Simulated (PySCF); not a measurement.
BrHOSn, SMILES [OH][Sn][Br] (connectivity only; charge and spin as stated), neutral, multiplicity 1. Atoms are numbered in the order given.

```xyz
4

Sn     0.3453     0.8988     0.0000
Br    -0.0746    -1.6387     0.0000
O     -1.5559     1.4587     0.0000
H     -2.2046     0.7440     0.0000
```

Coordinates come from a B3LYP-D3(BJ)/def2-TZVP optimisation. The def2 effective core potentials stand for the cores of Sn; spin–orbit coupling is left out. One conformer was computed; it need not be the lowest.

Calculation: TDDFT-CAM-B3LYP/def2-SVPD (PySCF 2.14.0).

Vertical excitations. Isolated molecule, no solvent. State labels are in the subgroup Cs.

```
state  symmetry  energy (eV)  λ (nm)      f                                                main pairs
-----  --------  -----------  ------  -----  --------------------------------------------------------
S1           A"         4.09     303  0.028                                            HOMO→LUMO 99 %
S2           A"         4.57     272  0.011                                          HOMO−2→LUMO 98 %
S3           A'         4.83     257  0.014                                          HOMO−1→LUMO 93 %
S4           A"         5.53     224  0.009                                          HOMO−4→LUMO 97 %
S5           A'         5.85     212  0.022                        HOMO−3→LUMO 71 %, HOMO→LUMO+1 14 %
S6           A'         6.04     205  0.053    HOMO→LUMO+1 46 %, HOMO−2→LUMO+1 30 %, HOMO−3→LUMO 14 %
S7           A"         6.22     199  0.013                                        HOMO−1→LUMO+1 92 %
S8           A'         6.65     187  0.399  HOMO−2→LUMO+1 60 %, HOMO→LUMO+1 21 %, HOMO−2→LUMO+2 12 %
S9           A'         6.72     185  0.190                                          HOMO→LUMO+2 84 %
S10          A"         6.96     178  0.000                                        HOMO−1→LUMO+2 86 %
T1           A"         3.13     397      0                                            HOMO→LUMO 84 %
T2           A'         4.30     288      0                                          HOMO−1→LUMO 95 %
T3           A"         4.37     284      0                                          HOMO−2→LUMO 87 %
T4           A'         4.93     251      0                        HOMO→LUMO+1 56 %, HOMO−3→LUMO 33 %
```
Triplets are in the Tamm–Dancoff approximation, which puts them higher than full response would, so one can lie above its singlet here.
